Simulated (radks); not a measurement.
Removal energies from the hafnium ion Hf8+, [Kr] 4d10 4f11 5s2 5p5, by Delta-SCF beside the eigenvalue of the level emptied. Calculated with a radial shooting solver on a logarithmic mesh with Libxc functionals: scalar-relativistic Kohn-Sham, r2SCAN, spin-polarised, spherical densities, finite nucleus; meta-GGA in the generalised Kohn-Sham scheme; Fermi nuclear charge, rms radius of each element as measured or else 0.836 A^(1/3) + 0.57 fm. Open shells are filled with parallel spins first.

[
 {"removed from": "5p", "final configuration": "[Kr] 4d10 4f11 5s2 5p4", "Delta-SCF (eV)": "159.94", "-eigenvalue (eV)": "151.36"},
 {"removed from": "4f", "final configuration": "[Kr] 4d10 4f10 5s2 5p5", "Delta-SCF (eV)": "169.30", "-eigenvalue (eV)": "154.63"},
 {"removed from": "5s", "final configuration": "[Kr] 4d10 4f11 5s1 5p5", "Delta-SCF (eV)": "198.38", "-eigenvalue (eV)": "189.13"},
 {"removed from": "4d", "final configuration": "[Kr] 4d9 4f11 5s2 5p5", "Delta-SCF (eV)": "366.75", "-eigenvalue (eV)": "351.47"}
]
